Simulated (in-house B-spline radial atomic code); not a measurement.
Settings and results of a run for Fe5+. Computed with a radial B-spline atomic code at the basis-set limit: Dirac-Kohn-Sham OLYP, spherical fractional occupations, Fermi nucleus of rms radius 3.7377 fm.

Command:
```bash
python run_scf.py task.json out
```
Settings (nuclear radius in fm, mass in u):
```
Z                26
configuration    [Ar] 3d3
hamiltonian      dirac
method           optx,lyp
spin_polarised   False
nucleus          fermi
rms_radius       3.7377
atomic_mass      55.93494
speed_of_light   137.035999084
```

Output (hartree, bohr):
```
 radial grid: 66 intervals, B-splines of order 8, outer radius 12.1053 bohr

 iter        energy (Eh)    residual
    1       -1253.231016    7.97e-01
    2       -1262.738760    4.41e-01
    3       -1265.841913    1.18e-01
    4       -1266.111112    3.48e-02
    5       -1266.120905    1.68e-02
    6       -1266.126577    4.91e-04
    7       -1266.126579    1.17e-04
    8       -1266.126580    9.32e-07
    9       -1266.126580    4.02e-08

 total energy                     -1266.12658
 kinetic                            1284.0011
 electron-nucleus                  -2964.0729
 Hartree                             467.5596
 exchange-correlation                -53.6143

 first-order corrections (not in the total)
   Gaunt                             0.5147
   retardation                      -0.0455
   frequency dependence             -0.0012
   self-energy                       0.3409
   Uehling                          -0.0288
   Wichmann-Kroll                    0.0002
   recoil                            0.0096

 orbital      occ     eigenvalue          <r>       <r^2>       <1/r>       r_max    small
 1s1/2      2.000      -260.3120    0.0584667  0.00459766     25.9716     0.03827  8.74e-03
 2s1/2      2.000       -33.4256     0.266448   0.0838723     5.58556      0.2224  1.61e-03
 2p1/2      2.000       -29.2756     0.233232   0.0669266     5.52771      0.1782  1.59e-03
 2p3/2      4.000       -28.8171     0.236253   0.0685368     5.42955      0.1807  1.57e-03
 3s1/2      2.000        -6.4838     0.782745     0.70257     1.81224      0.6912  3.75e-04
 3p1/2      2.000        -5.2422     0.805428    0.756157     1.70487       0.694  3.41e-04
 3p3/2      4.000        -5.1793     0.812835    0.769892      1.6838      0.7005  3.36e-04
 3d3/2      1.200        -3.1721     0.863717    0.908707     1.45131      0.6569  2.58e-04
 3d5/2      1.800        -3.1639     0.866088    0.913491     1.44665      0.6587  2.57e-04
```

Time taken, with all properties: 1.4 s on 1 thread of Arm Neoverse V2 (shared host).

For the Dirac Hamiltonian the kinetic term is c α·p + (β - 1)c².
